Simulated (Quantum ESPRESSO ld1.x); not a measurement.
Values are calculated unless marked as measured or tabulated.
Species: the selenium ion Se3+. Configuration: [Ar] 3d10 4s1.75 4p1 5s0.25 (fractional occupations, a model configuration).

Level of theory: scalar-relativistic Kohn-Sham, PBE, spin-unpolarised, spherical densities, point nucleus (ld1.x of Quantum ESPRESSO 7.5).

Energy parts (Ry):
| part | energy |
|---|---|
| total | -4854.795 |
| kinetic | 4954.237 |
| electron-nucleus | -11618.000 |
| Hartree | 1982.406 |
| exchange-correlation | -173.438 |

Orbitals (lengths in bohr, moments of r in powers of bohr):
| orbital | occ. | eigenvalue (Ry) | <r> | <r^4> |
|---|---|---|---|---|
| 1s | 2 | -922.000 | 0.04408 | 0.00001763 |
| 2s | 2 | -120.972 | 0.1959 | 0.003545 |
| 2p | 6 | -106.749 | 0.1711 | 0.002579 |
| 3s | 2 | -18.5131 | 0.5737 | 0.2288 |
| 3p | 6 | -14.0626 | 0.5889 | 0.2816 |
| 3d | 10 | -6.71370 | 0.6257 | 0.5206 |
| 4s | 1.75 | -3.72090 | 1.629 | 13.63 |
| 4p | 1 | -2.76122 | 1.867 | 24.38 |
| 5s | 0.25 | -1.40910 | 3.661 | 315.3 |

The highest occupied level is 5s at -19.172 eV. Summed over all electrons, <r^2> = 21.35 bohr^2, which gives a Langevin (diamagnetic) susceptibility term of -16.9 x 10^-6 cm^3/mol.
